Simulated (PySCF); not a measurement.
`C#CC#CC#C/C=C\F`. Computed with PBE0-D3(BJ)/def2-SVP geometry optimisation, gas phase in PySCF 2.14.0.

```
atom  x, y, z in Å
C1     5.0231    0.1093    0.9744
C2     3.8228    0.0853    0.7618
C3     2.4814    0.0622    0.5249
C4     1.2727    0.0423    0.3091
C5    -0.0626    0.0194    0.0660
C6    -1.2676    0.0019   -0.1554
C7    -2.6449   -0.0119   -0.4527
C8    -3.6265   -0.1367    0.4543
F9    -3.3971   -0.2681    1.7440
H10    6.0815    0.1235    1.1594
H11   -2.9520    0.0874   -1.4988
H12   -4.6897   -0.1419    0.1984
```

Question: Where is the centre of mass (commonest isotopes), and what is the radius of gyration?

Answer: Mass 118.022 u; centre at (-0.052, -0.025, 0.532) Å; Rg = √(Σ m r²/M) = 3.159 Å. As Ia + Ib + Ic = 2 Σ m r², the three principal moments sum to 2355.4 u·Å².

Question: How far are the heavy atoms from their best plane (unweighted least squares)?

Answer: 0.003 Å rms; none is more than 0.004 Å off.

Question: Which two atoms are farthest apart?

Answer: H10···H12, 10.82 Å; the next longest distance is 9.75 Å.

Question: Work out the bond lengths C1≡C2, C2–C3, C3≡C4, C5≡C6, C7=C8, C7–H11 in Å.

Answer: For C1≡C2 the difference vector is (-1.2003, -0.0240, -0.2126) Å, of length 1.2192 Å. C1≡C2 1.219; C2–C3 1.362; C3≡C4 1.228; C5≡C6 1.225; C7=C8 1.342; C7–H11 1.095 Å.

Question: How far apart are these pairs, which share no bond: C2···H12, C3···C6, C5···H12, C7···F9?

Answer: C2···H12 8.534 Å (7 bonds apart); C3···C6 3.811 Å (3 bonds apart); C5···H12 4.632 Å (4 bonds apart); C7···F9 2.336 Å (2 bonds apart).

Question: What are the angles C3–C4–C5, C4–C5–C6, C5–C6–C7, C6–C7–H11, C7–C8–H12?

Answer: From the scalar product of the two bond vectors; for C3–C4–C5 it is -1.6669 Å² over 1.2280 × 1.3574 Å², cos θ = -0.999994. C3–C4–C5 179.8°; C4–C5–C6 179.8°; C5–C6–C7 178.2°; C6–C7–H11 118.4°; C7–C8–H12 123.6°.

Question: Give the dihedral angles H11–C7–C8–F9, H11–C7–C8–H12, C6–C7–C8–F9.

Answer: H11–C7–C8–F9 180° (antiperiplanar); H11–C7–C8–H12 0° (synperiplanar); C6–C7–C8–F9 0° (synperiplanar). Dihedral signs follow IUPAC: positive where, seen along the central bond, the front bond turns clockwise onto the rear one.

Question: Write the matrix of distances between heavy atoms (Å, lower triangle).

Answer: 
```
C1    0.000
C2    1.219  0.000
C3    2.582  1.362  0.000
C4    3.810  2.590  1.228  0.000
C5    5.167  3.948  2.585  1.357  0.000
C6    6.392  5.173  3.811  2.583  1.225  0.000
C7    7.801  6.581  5.219  3.991  2.634  1.409  0.000
C8    8.669  7.459  6.112  4.905  3.588  2.440  1.342  0.000
F9    8.464  7.295  6.013  4.895  3.744  2.866  2.336  1.317  0.000
```

Stationary, but not proved a minimum.
